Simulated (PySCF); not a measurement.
Cl₂H₂O₂Si, SMILES O[Si](O)(Cl)Cl. Geometry optimised at PBE0-D3(BJ)/def2-SVP. Other conformers were not sampled.

Computed equilibrium geometry at PBE0-D3(BJ)/def2-SVP (PySCF confirms it by a frequency run) as bond lengths and angles, and its point group (one conformer of several):
point group C2.
Atoms: O1 Si2 O3 Cl4 Cl5 H6 H7. Bond lengths (Å): O1–Si2 1.640, O1–H6 0.963, Si2–O3 1.640, Si2–Cl4 2.042, Si2–Cl5 2.042, O3–H7 0.963. Angles (°): Si2–O1–H6 116.7, O1–Si2–O3 114.2, O1–Si2–Cl4 105.3, O1–Si2–Cl5 110.6, O3–Si2–Cl4 110.6, O3–Si2–Cl5 105.3, Cl4–Si2–Cl5 111.0, Si2–O3–H7 116.7.
Charge 0, spin multiplicity 1.
